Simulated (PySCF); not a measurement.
Si(F)(OH)2(SH) (FH₃O₂SSi), SMILES [Si](O)(S)(F)O.

The structure is a stationary point at TPSSh-D3(BJ)/def2-SVP. Other conformers were not sampled.

Level of theory: TDA-PBE/def2-SVPD (PySCF 2.14.0).

Vertical excitations. Gas-phase values at a fixed geometry.

```tsv
state	energy (eV)	λ (nm)	f	main pairs
S1	5.68	218	0.039	HOMO→LUMO 99 %
S2	6.17	201	0.000	HOMO→LUMO+1 98 %
S3	6.83	182	0.014	HOMO→LUMO+2 93 %
S4	6.99	177	0.031	HOMO→LUMO+3 97 %
S5	7.11	174	0.000	HOMO−1→LUMO 99 %
S6	7.38	168	0.127	HOMO−2→LUMO 96 %
S7	7.54	164	0.003	HOMO−1→LUMO+1 85 %
S8	7.60	163	0.000	HOMO→LUMO+4 83 %
S9	7.63	162	0.007	HOMO−3→LUMO 96 %
S10	7.87	158	0.002	HOMO−2→LUMO+1 64 %, HOMO→LUMO+5 24 %
T1	5.45	228	0	HOMO→LUMO 96 %
T2	5.73	216	0	HOMO→LUMO+1 96 %
T3	6.50	191	0	HOMO→LUMO+2 97 %
T4	6.78	183	0	HOMO→LUMO+3 97 %
```
Triplets are in the Tamm–Dancoff approximation.
